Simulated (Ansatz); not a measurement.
CH8InNSi, SMILES `N[CH]([SiH3])[InH2]` at its PBE0-D4/def2-TZVP geometry, where that method's forces vanish. Charge 0, multiplicity 1. In: def2 effective core potential.

```xyz
12

N    -0.0410   -1.6671    0.4425
C    -0.0199   -0.2081    0.5501
Si   -1.5399    0.5365   -0.2438
In    1.7815    0.8087   -0.2035
H    -0.0672   -1.9631   -0.5253
H     0.7824   -2.0915    0.8505
H    -0.0844    0.0706    1.6096
H    -2.8149    0.0125    0.3195
H    -1.5348    0.2355   -1.7064
H    -1.4957    2.0168   -0.0814
H     2.1931    2.4569    0.1216
H     2.8406   -0.2077   -1.1334
```

(1) What forces (eV/Å) does B3LYP-D4/def2-TZVPP give on these atoms in the Gaussian-basis code of Ansatz? (An estimate is asked.)

## Answers

(1) Ansatz gave: 
```
N1   0.044 -0.214 -0.027
C2  -0.184  0.180  0.192
Si3 -0.184  0.084 -0.084
In4  0.161  0.078 -0.038
H5   0.005 -0.038  0.009
H6  -0.019 -0.039 -0.003
H7   0.030 -0.032 -0.072
H8   0.083  0.034 -0.034
H9   0.002  0.016  0.096
H10 -0.008 -0.102 -0.010
H11  0.026  0.072  0.010
H12  0.045 -0.038 -0.040
```

B3LYP here is the variant with VWN-RPA as its local correlation; programs differ in this.
